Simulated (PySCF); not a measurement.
From one molecule to another.

First species: C3H8FSi (charge +1).
InChI=1S/C3H8FSi/c1-5(2)3-4/h3H2,1-2H3/q+1

Second species: C6H11NSi2.
SMILES: `N#C[Si@H](/C=C\[SiH3])C1CC1`

Levels: B3LYP/def2-SVPD for HOMO energy, LUMO energy, HOMO–LUMO gap, static isotropic polarisability and electronic spatial extent ⟨r²⟩ about the centre of nuclear charge; TDDFT B3LYP/def2-SVPD for lowest singlet excitation; PBE0-D3(BJ)/def2-SVP for rotational constant A and rotational constant C. Geometries: PBE0-D3(BJ)/def2-SVP. All species are isolated and taken at one optimised geometry, non-relativistic unless stated. Electronic properties by PySCF.

The conformers computed, where there is a choice (atom-mapped SMILES and torsion angles):
- `[CH3:1][Si+:2]([CH3:3])[CH2:4][F:5]`: C1–Si2–C4–F5 177°
- `[N:1]#[C:2][Si@H:3](/[CH:4]=[CH:5]\[SiH3:6])[CH:7]1[CH2:8][CH2:9]1`: C2–Si3–C4–C5 164°, C2–Si3–C7–C8 145°

```
                                                         property    column X   column Y
                                                      HOMO energy    -8.12 eV  -13.84 eV
                                                      LUMO energy    -1.75 eV   -8.01 eV
                                                    HOMO–LUMO gap     6.37 eV    5.83 eV
                                        lowest singlet excitation     5.60 eV    4.64 eV
                                  static isotropic polarisability    125.7 au    57.7 au
electronic spatial extent ⟨r²⟩ about the centre of nuclear charge  1995 bohr²  645 bohr²
                                            rotational constant A   1.522 GHz  5.619 GHz
                                            rotational constant C   0.588 GHz  1.852 GHz
```

Question: Which column belongs to which species?

Answer: Column X is the second species and column Y the first. The first has 13 atoms and 48 electrons, the second 20 and 82; their charges are +1 and 0, their HOMO energies -13.84 eV and -8.12 eV.

Question: How does each property change from the first species to the second?

Answer: HOMO energy +5.72 eV; LUMO energy +6.26 eV; HOMO–LUMO gap +0.54 eV; lowest singlet excitation +0.96 eV; static isotropic polarisability +68.0 au; electronic spatial extent ⟨r²⟩ about the centre of nuclear charge +1350 bohr²; rotational constant A -4.097 GHz; rotational constant C -1.264 GHz.

On the first: No computed singlet falls in the visible range (750 to 380 nm, 1.65 to 3.26 eV); S1 lies 1.38 eV above its blue end. The polarisability is 8.56 Å³ as a volume (1 au = 0.148185 Å³), or 1.20 au for each of the 48 electrons.

On the second: The principal polarisabilities are 104.4, 116.9 and 155.8 au; their mean is the isotropic value. No computed singlet falls in the visible range (750 to 380 nm, 1.65 to 3.26 eV); S1 lies 2.34 eV above its blue end.
